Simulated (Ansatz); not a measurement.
Z-matrix (Å, degrees):
```
Si
C 1 1.867
H 1 1.487 2 107.9
H 1 1.486 2 109.4 3 119.3
H 1 1.487 2 111.7 3 -119.8
B 2 1.516 1 124.3 3 -111.5
O 2 1.527 1 115.0 3 -170.8
H 2 1.090 1 117.1 3 56.3
H 6 1.183 2 157.7 1 84.2
```

Total charge 0; spin multiplicity 1.

(1) List the PBE0/def2-TZVPP orbital energies in eV (the Gaussian-basis code of Ansatz). (An estimate is asked.)

Answers

(1) Computed: Occupied: -1802.54, -523.71, -279.34, -185.55, -144.90, -99.55, -99.55, -99.54, -29.63, -18.72, -15.10, -14.24, -13.28, -12.01, -11.00, -10.00, -9.78, -8.70, -8.22. Lowest empty: -0.62, 0.57, 0.60, 1.39, 1.78, 1.96, 2.12, 2.28.
